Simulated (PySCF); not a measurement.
Be(F)(OH) (BeFHO), SMILES [Be]([F])[OH]. Atoms are numbered in the order given.

```xyz
4

Be     0.0009     0.0417     0.0000
F     -0.0158     1.4333     0.0000
O      0.0933    -1.3796     0.0000
H     -0.6079    -2.0295     0.0000
```
Charge 0, spin multiplicity 1.

Coordinates come from a TPSSh-D3(BJ)/def2-TZVP optimisation. The values are those of a single conformer.

Method: PBE/def2-TZVPD (PySCF).

ESP charges are fitted to the potential on shells at 1.4 to 2.0 van der Waals radii. Atomic charges (e):

| atom | ESP fit | IAO |
|---|---|---|
| Be1 | 0.80 | 1.67 |
| F2 | -0.43 | -0.85 |
| O3 | -0.72 | -1.20 |
| H4 | 0.35 | 0.38 |
